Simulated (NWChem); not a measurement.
C₂H₆F₂Si; SMILES [SiH](F)(F)CC

```xyz
11

Si     0.0000    -0.6190    -0.4366
F     -1.2928    -1.0555     0.4349
F      1.2949    -1.0521     0.4335
C     -0.0020     1.2183    -0.6776
C     -0.0002     2.0201     0.6240
H      0.0003    -1.4178    -1.6855
H      0.8770     1.4692    -1.2979
H     -0.8831     1.4684    -1.2953
H      0.0007     3.1032     0.4295
H      0.8869     1.7895     1.2331
H     -0.8868     1.7912     1.2347
```
Atoms are numbered in this order, from 1.

Results from NWChem. Geometry: optimised at PBE0/def2-SVP.

Question: What does the run give for TPSSh/def2-TZVP? Quantities: highest occupied level (eV); orbital gap (eV); dipole (D).

Answer: 
```
Property                     Value
---------------------------  -----
highest occupied level (eV)  -8.19
orbital gap (eV)              8.71
dipole (D)                    2.23
```
